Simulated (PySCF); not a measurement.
sulfur monoxide (OS), triplet, geometry from GFN2-xTB. Base run: SCAN/3-21G in PySCF.

Input for PySCF:
```python
from pyscf import gto, scf, dft

mol = gto.M(
    atom='''
O    -0.00000000   -0.00000000   -0.97801093
S     0.00000000    0.00000000    0.48900547
''',
    basis='3-21g',
    spin=2,
    verbose=4,
)

mf = dft.UKS(mol)
mf.xc = 'scan'
mf.kernel()
mf.analyze()
```

The base run was repeated with changes; each row names its change, and settings that it needs were set with it.

| change | ΔE vs base (mEh) | grid points | electrons on the grid |
|---|---|---|---|
| base | 0.000 | 32968 | 24.00000 |
| grids.level = 5 | -0.719 | 86032 | 24.00000 |
| grids.prune = dft.gen_grid.sg1_prune | -0.082 | 12800 | 24.00005 |
| grids.radi_method = delley | -0.595 | 34384 | 24.00000 |
| grids.level = 4 | 1.019 | 56952 | 24.00000 |
| grids.level = 7 | 1.110 | 172072 | 24.00000 |
| grids.level = 1 | -6.477 | 11496 | 24.00000 |
| grids.atom_grid = (150, 974) | -0.022 | 151200 | 24.00000 |
| small_rho_cutoff = 0 | 0.000 | 32968 | 24.00000 |
| grids.atom_grid = (30, 110) | -32.695 | 4872 | 23.99974 |
| grids.radi_method = mura_knowles | -0.309 | 31024 | 24.00000 |

Open shells are given as the SCF converged; they aren't shown to be the lowest states, and a large step between rows can be another state.
